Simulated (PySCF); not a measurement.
Species: C₈H₉F.
Atom-mapped SMILES: `[CH3:1][C:2]1=[CH:3][C@@:4]2([CH:5]=[CH:6]1)[CH2:7][C@H:8]2[F:9]`

Geometry (PBE0-D3(BJ)/def2-SVP, Å), atoms numbered from 1 in this order:
```
atom  x, y, z in Å
C1     2.5870   -0.6870   -0.9652
C2     1.2843   -0.3872   -0.3049
C3     0.3409    0.5054   -0.6965
C4    -0.7847    0.4509    0.2557
C5    -0.4064   -0.5675    1.2543
C6     0.8101   -1.0511    0.9154
C7    -1.6255    1.6840    0.6022
C8    -2.2136    0.6204   -0.2234
F9    -2.4046    0.8628   -1.5395
H10    2.6499   -1.7483   -1.2572
H11    3.4325   -0.4939   -0.2844
H12    2.7305   -0.0769   -1.8678
H13    0.3705    1.1497   -1.5749
H14   -1.0214   -0.8547    2.1079
H15    1.3667   -1.8214    1.4531
H16   -1.3429    2.6078    0.0921
H17   -1.9527    1.7968    1.6383
H18   -2.9763   -0.0492    0.1864
```

NICS = −σ at a ghost point: NICS(0) at the centroid of the ring atoms, NICS(1) 1 Å to either side along the normal of their mean plane, zz for the tensor component along that normal. Level: GIAO PBE0/pcSseg-1 (PySCF, non-relativistic, gas phase) on the PBE0-D3(BJ)/def2-SVP geometry, one conformer.

Ring bond lengths (Å), with Mayer bond orders in brackets: C2–C3 1.357 (1.72), C3–C4 1.475 (1.02), C4–C5 1.476 (1.04), C5–C6 1.352 (1.75), C6–C2 1.468 (1.11); C4–C7 1.532 (0.84), C7–C8 1.469 (0.97), C8–C4 1.517 (0.82).

**Question.** What do the NICS probes read (ppm)?

**Answer.** 
| ring | type | NICS(0) | NICS(1), two faces | NICS(1)zz, two faces | rms pucker (Å) | centre to ring atoms, mean (Å) |
| --- | --- | --- | --- | --- | --- | --- |
| C2–C3–C4–C5–C6 | 5-membered carbocycle; formal bonds 2 double, 3 single | -2.9 | -5.2 / -5.2 | -10.3 / -10.2 | 0.00 | 1.21 |
| C4–C7–C8 | 3-membered carbocycle; formal bonds all single | -36.7 | -5.2 / -8.2 | -13.9 / -21.9 | 0.00 | 0.87 |

**Question.** What do they say, and how far can they be read as aromaticity?

**Answer.** 
- C2–C3–C4–C5–C6: mean NICS(1)zz -10.3 ppm, shielded. C4 has four or more neighbours; no verdict on aromaticity is drawn.
- C4–C7–C8: mean NICS(1)zz -17.9 ppm, shielded. C4, C7, C8 have four or more neighbours, and the NICS criterion for π rings isn't applied. The two faces differ by 8.0 ppm, so no symmetry operation interchanges them. NICS(0) lies 30 ppm below the mean NICS(1).

**Question.** At the second NICS(1) probe listed for ring C2–C3–C4–C5–C6, 1 Å off the ring, how large is the induced field along the normal in 1 T applied along it?

**Answer.** NICSzz × B0 = -10.2 ppm × 1 T = -10 μT, against the applied field.

**Question.** List the ring angles and the Hirshfeld charges of the ring atoms.

**Answer.** 
- C2–C3–C4–C5–C6: C2 108.2° (-0.004 e), C3 108.7° (-0.073 e), C4 105.5° (-0.014 e), C5 107.9° (-0.063 e), C6 109.7° (-0.064 e); sum 540.0° against 540° for a flat convex ring.
- C4–C7–C8: C4 57.6° (-0.014 e), C7 60.7° (-0.084 e), C8 61.7° (+0.057 e); sum 180.0° against 180° for a flat convex ring.

**Question.** What are the shieldings of the ring atoms and their hydrogens in the same run (means over atoms taken as equivalent)?

**Answer.** 
```csv
atoms,environment,σ isotropic (ppm)
C2,fully substituted alkene carbon,35.9
C3,alkene CH carbon,47.2
C4,sp3 carbon at a ring junction,140.5
C5,alkene CH carbon,39.8
C6,alkene CH carbon,42.1
C7,three-membered-ring carbon,163.2
C8,sp3 C–F carbon,104.1
H13,vinylic hydrogen,25.03
H14,vinylic hydrogen,25.20
H15,vinylic hydrogen,24.73
H16,methylene hydrogen,29.31
H17,methylene hydrogen,29.73
H18,methine hydrogen,26.33
```

**Question.** How do the values depend on the level or the medium?

**Answer.** 
| level | NICS(0), C2–C3–C4–C5–C6 | mean NICS(1)zz, C2–C3–C4–C5–C6 | NICS(0), C4–C7–C8 | mean NICS(1)zz, C4–C7–C8 |
| --- | --- | --- | --- | --- |
| PBE0/pcSseg-1, gas | -2.9 | -10.3 | -36.7 | -17.9 |
| wB97X-D/pcSseg-1, gas | -2.6 | -10.1 | -36.5 | -18.0 |
| PBE0/pcSseg-1, IEF-PCM water | -2.8 | -10.8 | -37.0 | -17.9 |

The geometry is the same throughout; the continuum's cavity takes Bondi-type radii × 1.2.

Hardware: one thread, Arm Neoverse N1 (aarch64), shared host with 64 logical CPUs at a one-minute load of 57. Cost: 53 s wall, 1.1 GiB resident at most. This is the whole shielding run at PBE0/pcSseg-1, SCF included.
